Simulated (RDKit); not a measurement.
Conformational energy of SMILES C=C/C=C\C(C)C (C₇H₁₂). Scanned: dihedral C1–C2–C3–C4 and dihedral C3–C4–C5–C6; all other coordinates were relaxed at GFN2-xTB.

Atom numbering (GFN2-xTB optimised geometry, Å):
```
19

C      3.4507     0.0484     0.3126
C      2.1238    -0.0054     0.3742
C      1.2723     0.2242    -0.7715
C     -0.0609     0.1926    -0.7993
C     -0.9984    -0.0854     0.3356
C     -1.8309    -1.3304     0.0179
C     -1.9113     1.1242     0.5530
H      3.9643     0.2694    -0.6091
H      4.0708    -0.1252     1.1753
H      1.6442    -0.2301     1.3165
H      1.8025     0.4431    -1.6909
H     -0.5617     0.3865    -1.7405
H     -0.4391    -0.2677     1.2563
H     -2.4100    -1.1785    -0.8908
H     -1.1841    -2.1931    -0.1262
H     -2.5187    -1.5446     0.8331
H     -2.6000     0.9366     1.3740
H     -2.4920     1.3282    -0.3444
H     -1.3216     2.0072     0.7898
```

Method: MMFF94 // GFN2-xTB (RDKit 2026.03.6).

Energy in kcal/mol above the lowest grid point; x is the dihedral C1–C2–C3–C4 (°), y the dihedral C3–C4–C5–C6 (°).

```csv
y \ x,-150,-120,-90,-60,-30,0,30,60,90,120,150,180
180,5.7,9.5,10.4,10.6,12.8,10.6,7.7,6.7,9.1,9.7,6.2,3.7
150,6.8,9.9,10.2,9.9,14.3,17.2,11.2,8.4,10.2,9.9,7.1,5.6
120,5.9,8.9,8.8,7.7,11.0,16.5,13.7,9.0,9.1,8.8,5.7,4.2
90,5.9,8.9,9.0,7.4,10.1,14.3,14.2,9.5,9.3,8.6,5.1,3.9
60,5.2,9.0,9.7,9.4,14.1,13.2,12.1,9.0,9.5,9.1,5.5,3.2
30,5.4,8.5,9.3,9.4,14.1,15.5,9.9,7.1,8.9,8.9,5.9,4.0
0,5.8,8.9,9.2,8.9,13.4,16.5,11.8,8.1,9.0,9.0,6.0,4.3
-30,7.3,10.0,10.3,8.3,11.1,17.1,14.8,10.3,10.3,10.0,6.8,5.6
-60,5.9,9.4,8.9,6.5,7.6,10.4,12.7,10.4,10.2,9.3,5.5,3.5
-90,2.5,6.2,6.3,4.3,6.2,7.4,6.0,5.2,6.4,6.2,2.7,0.7
-120,1.8,5.2,5.4,3.1,4.7,7.6,4.7,3.2,5.4,5.2,1.8,0.0
-150,2.8,6.4,6.6,5.4,6.1,7.4,6.2,4.4,6.4,6.3,2.6,0.7
```

Points that lie below all their neighbours on the grid: x = 180, y = -120 (0.0 kcal/mol); x = -60, y = -120 (3.1 kcal/mol); x = 60, y = -120 (3.2 kcal/mol); x = 180, y = 60 (3.2 kcal/mol); x = 60, y = 30 (7.1 kcal/mol); x = -60, y = 90 (7.4 kcal/mol). The lowest path on the grid from the first to the second passes x = -90, y = -120 at 5.4 kcal/mol.
